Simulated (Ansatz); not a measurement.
HSSi (SMILES [Si]=[SH+]), charge +1, singlet, at a GFN2-xTB geometry. Base run: B3LYP/def2-TZVP (Ansatz, an electronic-structure program).

The Ansatz input:
Ansatz 0.2 input:
```yaml
crystal:
  periodic: [false, false, false]
  atoms:
    - {symbol: Si, position_ang: [1.02786580, -0.53374027, -0.01003020]}
    - {symbol: S, position_ang: [-0.79987047, 0.50345971, 0.01180767]}
    - {symbol: H, position_ang: [-1.59219374, -0.58299159, -0.04849990]}
basis:
  gaussian:
    orbitals: def2-TZVP
hamiltonian:
  xc: b3lyp
total_charge: 1
```

Variants of this job, named by their change:

```tsv
change	E (Eh)
base	-688.02580
functional = pbe	-687.67087
functional = hf	[?]
functional = B2GP-PLYP	-687.65201
functional = cam_b3lyp	[?]
functional = blyp; dispersion = d4	[?]
functional = PBE-QIDH	-687.54270
functional = B2PLYP	-687.74150
functional = r2scan	-687.92574
functional = BHLYP	-687.98681
functional = hse06	-687.70969
functional = pbe0	[?]
functional = PBE0-DH	-687.67739
```

Problem. What belongs in the gaps?

Solution. 
- functional = hf, E (Eh): -686.77545
- functional = cam_b3lyp, E (Eh): -687.99873
- functional = blyp; dispersion = d4, E (Eh): -688.00344
- functional = pbe0, E (Eh): -687.72312

Total energies compare only within one method and basis.
